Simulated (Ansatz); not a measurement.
Consider the ligand exchange at a B–Br bond: `OB(Br)O[SiH3]` + NH₃ → `NB(O)O[SiH3]` + HBr.

Program: Ansatz. Geometries: PBE0-D4/def2-TZVP. ΔE: electronic, gas phase. CCSD(T)/CBS is the MP2 limit (def2-TZVPP, def2-QZVPP) plus CCSD(T) − MP2 in def2-TZVPP, frozen cores. This one scheme is used for every species. Functionals use def2-TZVPP. HSE06 is defined as in plane-wave codes. For Br outer-core shells are correlated without core-valence functions, which leaves a few kJ/mol of doubt a bond. Scalar relativity is left out up to krypton. One conformer a species, not always the lowest.

`OB(Br)O[SiH3]`:

```xyz
9

O     1.865    0.073    1.547
B     0.690    0.222    0.907
Br   -0.717    1.321    1.720
O     0.480   -0.373   -0.273
Si   -0.793   -0.425   -1.335
H     1.909    0.541    2.383
H    -1.103    0.941   -1.819
H    -0.350   -1.282   -2.458
H    -1.980   -1.017   -0.672
```

NH₃:

```xyz
4

N     0.105   -0.192    0.177
H     0.759    0.036   -0.561
H    -0.744   -0.517   -0.268
H    -0.121    0.674    0.652
```

`NB(O)O[SiH3]`:

Z-matrix (Å, degrees):
```
Si
O 1 1.646
H 1 1.484 2 106.5
H 1 1.486 2 111.2 3 -118.9
H 1 1.485 2 111.2 3 119.0
B 2 1.371 1 130.1 3 -179.9
O 6 1.376 2 117.3 1 0.0
N 6 1.410 2 118.8 1 -179.9
H 7 0.957 6 115.0 2 -180.0
H 8 1.004 6 120.8 2 -0.0
H 8 1.002 6 124.9 2 -180.0
```

HBr:

Z-matrix (Å, degrees):
```
Br
H 1 1.420
```

CCSD(T)/CBS gives -10.5 kJ/mol.

(1) Another level gave -11.4 kJ/mol. Which?
A. HF/def2-TZVPP
B. revPBE-D4/def2-TZVPP
C. LC-ωPBE/def2-TZVPP
D. HSE06-D4/def2-TZVPP

Largest T1 diagnostic among the species: 0.011.

Results:

(1) D. HSE06-D4 -11.4, LC-ωPBE -18.7, HF/def2-TZVPP -25.2, revPBE-D4 -7.0 kJ/mol.

In def2-TZVPP, CCSD(T) changes the Hartree–Fock value by +12.0 kJ/mol (the triples alone add +3.3 kJ/mol) and MP2 by +17.7 kJ/mol. Leaving LDA and LC-ωPBE aside and taking each functional with its dispersion term where it has one, the values, not all of them listed here, spread over 15.1 kJ/mol, from CAM-B3LYP-D4 to revPBE-D4. LDA lies −9.2 kJ/mol from PBE without D4. The D4 term adds +3.6 kJ/mol with B3LYP and +1.8 kJ/mol with PBE0; it sums over pairs of atoms, weighted by their polarisabilities, and B3LYP, whose exchange is more repulsive, gets the larger term.

B3LYP here is the variant with VWN-RPA as its local correlation; programs differ in this.
